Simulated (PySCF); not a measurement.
# Exercise with solution: entropy of an ideal gas

CH₅FGe, SMILES [CH3][GeH2][F].

Geometry optimised at r2SCAN-D4/def2-SVP.

r2SCAN-D4/def2-SVP (PySCF) gives the harmonic wavenumbers 115, 192, 453, 615, 663, 699, 728, 849, 859, 877, 1247, 1427, 1432, 2151, 2158, 3048, 3160, 3170 cm⁻¹ and the rotational temperatures 0.6406, 0.2944, 0.2195 K. The molar mass is 108.68 g/mol, the symmetry number 1, the spin multiplicity 1.

**Question.** Work out the entropy at 298.15 K and 1 atm in the rigid-rotor, harmonic-oscillator model.

**Answer.** 
Translation (Sackur–Tetrode at 1 atm): S = R[1.5 ln M + 2.5 ln T − 1.16487] = 167.2 J/(mol K).
Rotation: q = (√π/σ) T^1.5/√(θA θB θC) = 44800, S = R[ln q + 3/2] = 101.5 J/(mol K).
Vibration: with u = 1.4388 ν/T, each mode gives R[u/(e^u − 1) − ln(1 − e^−u)]:
| ν (cm⁻¹) | modes | u | S (J/(mol K)) |
|---|---|---|---|
| 115 | 1 | 0.55 | 13.32 |
| 192 | 1 | 0.93 | 9.24 |
| 453 | 1 | 2.19 | 3.29 |
| 615 | 1 | 2.97 | 1.78 |
| 663 | 1 | 3.20 | 1.48 |
| 699 | 1 | 3.37 | 1.29 |
| 728 | 1 | 3.51 | 1.15 |
| 849 | 1 | 4.10 | 0.72 |
| 859 | 1 | 4.15 | 0.69 |
| 877 | 1 | 4.23 | 0.64 |
| 1247 | 1 | 6.02 | 0.14 |
| 1427 | 1 | 6.89 | 0.07 |
| 1432 | 1 | 6.91 | 0.07 |
The stiffer modes add less than 0.005 each. Sum 33.9 J/(mol K).
Spin: R ln 1 = 0.0 J/(mol K).
Total 302.6 J/(mol K); the program's own thermochemistry gives 302.6. Translation makes up 55 % and vibration 11 %. Anharmonicity, hindered rotation and orbital degeneracy are left out.
